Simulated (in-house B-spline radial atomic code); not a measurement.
**Ionising S⁸⁺ with different functionals**

Computed with an all-electron radial atomic-structure program (B-spline basis): four-component Dirac-Coulomb Hamiltonian, Fermi nucleus of rms radius 3.2611 fm, spin-restricted, spherical fractional occupations for the functionals. The ionisation energy is the difference of two self-consistent energies, [He] 2s2 2p4 → [He] 2s2 2p3, without Breit or QED terms; ε is the level of the shell that loses the electron (mean over j). The electron is taken from both j subshells in proportion to 2j + 1, so the result is a j average, not the step between ground levels.

Hybrids are left out here: with spherical fractional occupations of an open shell their exact exchange keeps a self-interaction that integer-occupation calculations don't have.

```csv
method,rung,ΔSCF (eV),-ε(2p) (eV)
LDA VWN5,LDA,386.57,359.40
relativistic LDA,LDA,386.47,359.30
LDA PW92,LDA,386.56,359.39
LDA exchange-only,LDA,?,?
PBE,GGA,386.77,359.58
PBEsol,GGA,386.37,359.21
BLYP,GGA,386.98,359.76
RPBE,GGA,?,?
PW91,GGA,387.12,359.91
BP86,GGA,386.98,359.78
AM05,GGA,386.23,359.08
OLYP,GGA,387.46,360.35
```

Question: What does RPBE give?

Answer: ΔSCF 386.69 eV, and -ε(2p) = 359.51 eV.

Question: What does LDA exchange-only give?

Answer: ΔSCF 384.11 eV, and -ε(2p) = 356.95 eV.

Question: How do they compare with the NIST value?

Answer: NIST lists 379.8 eV ± 0.21 (semi-empirical, ground level to ground level). Errors run from +4.27 to +7.62 eV. The correlated functionals all miss on the same side by more than they spread, so the cause is common to them (Breit-QED terms, spin polarisation, the choice among j levels, multiplet and fine-structure energies, or a listed next ion that isn't the cheapest removal here) and closeness doesn't rank the functionals.
